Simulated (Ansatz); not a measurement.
Isomers of C5H6S, B3LYP-D3(BJ)/def2-TZVP minima from an xTB search, which can miss the lowest.
Isomer 1, SMILES Cc1cccs1 (charge 0, multiplicity 1):
```xyz
12

C      1.99626    -0.17377     0.14308
C      0.50531    -0.16891     0.04364
C     -0.33214     0.90399    -0.07502
C     -1.70815     0.54614    -0.14567
C     -1.90270    -0.80070    -0.07961
S     -0.40706    -1.64095     0.06907
H      2.45617    -0.72744    -0.67857
H      2.37033     0.84958     0.10874
H      2.33948    -0.62593     1.07630
H      0.02799     1.92296    -0.11098
H     -2.51354     1.26001    -0.24135
H     -2.83195    -1.34496    -0.10963
```
Isomer 2, SMILES Cc1ccsc1 (charge 0, multiplicity 1):
```xyz
12

C     -1.73483    -0.05934     0.06890
C     -0.24934     0.13070     0.00467
C      0.69176    -0.94399     0.00821
C      1.98725    -0.52482    -0.05723
S      2.09144     1.18898    -0.12429
C      0.37911     1.34268    -0.06390
H     -2.25649     0.89728     0.05287
H     -2.02563    -0.58618     0.98103
H     -2.09309    -0.65242    -0.77609
H      0.40645    -1.98590     0.05754
H      2.88147    -1.12580    -0.06961
H     -0.07809     2.31882    -0.08209
```

Frozen-core correlation. MP2 and its Hartree–Fock in cc-pV(Q+d)Z are density fitted.

Run with Ansatz (a quantum-chemistry and plane-wave program). Each number belongs to the level named beside it.

The energy of isomer 2 above isomer 1 is E(isomer 2) − E(isomer 1). Total energies (hartree):

```
level                    isomer 2      isomer 1
-------------------  ------------  ------------
HF/cc-pV(T+d)Z       -590.4336190  -590.4335309
MP2/cc-pV(T+d)Z      -591.4222236  -591.4221756
HF/cc-pV(Q+d)Z       -590.4491773  -590.4490655
MP2/cc-pV(Q+d)Z      -591.5028066  -591.5028203
CCSD(T)/cc-pV(T+d)Z  -591.5090650  -591.5089492
```

**Question.** Work out the energy of isomer 2 above isomer 1 at the basis-set limit: extrapolate the MP2 correlation part as X⁻³, take Hartree–Fock from the larger set, and add the CCSD(T) − MP2 difference of cc-pV(T+d)Z.

**Answer.** 
1. Differences (1 hartree = 627.509 kcal/mol): HF/cc-pV(T+d)Z -0.055; MP2/cc-pV(T+d)Z -0.030; HF/cc-pV(Q+d)Z -0.070; MP2/cc-pV(Q+d)Z 0.009; CCSD(T)/cc-pV(T+d)Z -0.073.
2. Correlation parts, MP2 less HF: 0.025 in cc-pV(T+d)Z (X = 3), 0.079 in cc-pV(Q+d)Z (X = 4).
3. Limit (4³·(0.079) − 3³·(0.025))/(4³ − 3³) = 0.118; with HF/cc-pV(Q+d)Z it gives 0.048.
4. CCSD(T) less MP2 in cc-pV(T+d)Z: -0.042.
Result: 0.01 kcal/mol, against -0.03 at MP2/cc-pV(T+d)Z. It is an estimate of this method's limit, not of the exact value.
